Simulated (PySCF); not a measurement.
`CN(C)c1cn(C)cp1`, C$_{6}$H$_{11}$N$_{2}$P

Geometry:
```
atom   x (Å)   y (Å)   z (Å)
  C1  -2.117   1.097  -0.442
  N2  -1.691  -0.157   0.133
  C3  -2.524  -1.292  -0.181
  C4  -0.327  -0.401   0.179
  C5   0.656   0.556   0.131
  N6   1.912   0.052   0.293
  C7   3.092   0.870   0.247
  C8   1.932  -1.284   0.443
  P9   0.379  -2.021   0.409
 H10  -3.202   1.159  -0.386
 H11  -1.812   1.209  -1.492
 H12  -1.698   1.923   0.133
 H13  -3.565  -1.039   0.018
 H14  -2.237  -2.125   0.463
 H15  -2.426  -1.614  -1.227
 H16   0.542   1.615  -0.005
 H17   2.913   1.816   0.761
 H18   3.379   1.084  -0.787
 H19   3.916   0.353   0.737
 H20   2.872  -1.790   0.571
```

Computed with GIAO PBE0/pcSseg-1 magnetisability, rotational g tensor and spin-rotation constants, non-relativistic, gas phase (PySCF 2.14.0). Geometry: GFN2-xTB.

**Question.** Give the nuclear spin-rotation constants along the inertial axes (H = +C I·J) beside the isotropic shieldings.

**Answer.** Rotational constants 2.5467, 1.0395, 0.7520 GHz. A star marks the isotopologue with that one atom substituted, in its own axes.
| atom | isotope | Caa (kHz) | Cbb (kHz) | Ccc (kHz) | mean (kHz) | σ (ppm) |
| --- | --- | --- | --- | --- | --- | --- |
| N2 | 14N | 0.104 | 0.079 | 0.037 | 0.073 | 200.3 |
| N6 | 14N | 0.392 | 0.116 | 0.043 | 0.184 | 80.5 |
| P9 | 31P | 5.057 | 2.135 | 0.971 | 2.721 | 241.7 |
| H10 | 1H | 0.107 | -0.112 | -0.082 | -0.029 | 29.1 |
| H11 | 1H | -0.248 | -0.107 | 0.018 | -0.113 | 29.3 |
| H12 | 1H | -0.154 | -0.048 | -0.044 | -0.082 | 28.6 |
| H13 | 1H | 0.059 | -0.101 | -0.074 | -0.039 | 29.0 |
| H14 | 1H | -0.193 | 0.000 | -0.059 | -0.084 | 28.1 |
| H15 | 1H | -0.255 | -0.111 | 0.028 | -0.113 | 29.1 |
| H16 | 1H | -0.242 | 0.103 | -0.086 | -0.075 | 25.2 |
| H17 | 1H | -0.266 | -0.009 | -0.035 | -0.103 | 27.9 |
| H18 | 1H | -0.251 | -0.092 | 0.023 | -0.107 | 27.8 |
| H19 | 1H | -0.022 | -0.063 | -0.072 | -0.052 | 28.1 |
| H20 | 1H | 0.127 | -0.029 | -0.086 | 0.004 | 24.2 |
| C1 | 13C* | 0.501 | 0.144 | 0.145 | 0.264 | 145.1 |
| C4 | 13C* | 1.333 | 0.435 | 0.145 | 0.638 | 14.5 |
| C5 | 13C* | 0.776 | 0.393 | 0.134 | 0.434 | 73.7 |
| C7 | 13C* | 0.369 | 0.179 | 0.152 | 0.233 | 146.3 |
| C8 | 13C* | 0.995 | 0.487 | 0.138 | 0.540 | 33.4 |

For the geometry as given, no vibrational averaging.
